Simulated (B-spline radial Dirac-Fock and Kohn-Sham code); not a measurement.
# Subshell photoionisation cross sections of Br⁵⁺ against photon energy

System: bromine as Br⁵⁺, [Ar] 3d10 4s2.

These are calculated numbers from a radial finite-basis atomic code; the model is Dirac-Hartree-Slater photoionisation with all multipoles and Dirac-Fock thresholds. Values are in kb; a dash marks an energy below the computed threshold. Values for outer subshells far above threshold carry numerical ripple of a few per cent.

| hν (eV) | 2s | 2p1/2 | 2p3/2 | 3p1/2 | 3d3/2 |
| --- | --- | --- | --- | --- | --- |
| 376 | – | – | – | 206 | 776 |
| 3140 | 29.7 | 33.4 | 62.6 | 3.99 | 1.17 |
| 4000 | 18.8 | 16.7 | 31.0 | 2.09 | 0.473 |
| 9251.7 | 3.14 | 1.27 | 2.28 | 0.181 | 0.0169 |
| 12000 | 1.71 | 0.548 | 0.969 | 0.0804 | 0.00569 |
| 13700 | 1.24 | 0.354 | 0.621 | 0.0525 | 0.00323 |
| 17479.3 | 0.678 | 0.156 | 0.270 | 0.0236 | 0.00113 |
| 22162.9 | 0.370 | 0.0695 | 0.119 | 0.0107 | 0.000404 |
| 40000 | 0.0763 | 0.00881 | 0.0144 | 0.00140 | 3.02e-05 |
| 60000 | 0.0245 | 0.00208 | 0.00329 | 0.000336 | 5.00e-06 |
| 74600 | 0.0131 | 0.000956 | 0.00148 | 0.000155 | 1.91e-06 |
| 108000 | 0.00448 | 0.000256 | 0.000381 | 4.18e-05 | 3.83e-07 |
| 120000 | 0.00328 | 0.000177 | 0.000260 | 2.89e-05 | 2.44e-07 |
| 150000 | 0.00170 | 8.10e-05 | 0.000116 | 1.33e-05 | 9.55e-08 |

At 150000 eV the multipoles beyond E1 give 35.6 % of 2s, 50.8 % of 2p1/2, 48.1 % of 2p3/2, 50.6 % of 3p1/2, 68.5 % of 3d3/2.
